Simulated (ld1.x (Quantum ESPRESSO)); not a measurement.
# Logarithmic derivatives: nitrogen, TM

nitrogen, norm-conserving Troullier–Martins (Kleinman–Bylander form), made with ld1.x (Quantum ESPRESSO) 7.5 (BLYP, scalar-relativistic). Core [He], reference 2s1.5 2p3.5. Waves: 2s (bound): rc 1.15 bohr; 2p (bound): rc 1.20 bohr; 3d channel at -0.2 Ry: rc 1.05 bohr. Local part: the d channel. Core correction: none.

The phase is arctan(r·u′/u) with u = r·R(r), unwrapped; energies in Ry, scanned from -3 to 5 Ry. A pole is an energy at which the radial function vanishes at the test radius. The pseudo phase is shifted by a multiple of π to meet the all-electron one at the reference energy, and phase errors are pseudo minus all-electron; the curves can meet again beyond the range given. Levels narrower than the energy grid can be missing from the lists of poles.

```tsv
channel	radius (bohr)	reference energy (Ry)	poles, all-electron	poles, pseudo	unbroken range about the reference energy with phases within 0.05 rad	phase error 1 Ry above the reference energy (rad)
s	1.30	-1.37	3.15	3.00	the whole range	-0.001
p	1.30	-0.53	2.79	2.83	the whole range	+0.001
d	1.30	-0.20	none	none	the whole range	+0.000
```

Phases in the s channel:

```csv
E (Ry),all-electron,pseudo
-3.00,0.617,0.615
-2.52,0.365,0.363
-2.04,0.009,0.008
-1.56,-0.399,-0.400
-1.08,-0.750,-0.750
-0.60,-0.997,-0.998
-0.12,-1.163,-1.165
0.36,-1.278,-1.281
0.84,-1.361,-1.365
1.32,-1.424,-1.428
1.80,-1.473,-1.478
2.28,-1.513,-1.520
2.76,-1.547,-1.555
3.24,-1.576,-1.585
3.72,-1.602,-1.613
4.20,-1.626,-1.639
4.68,-1.648,-1.664
```
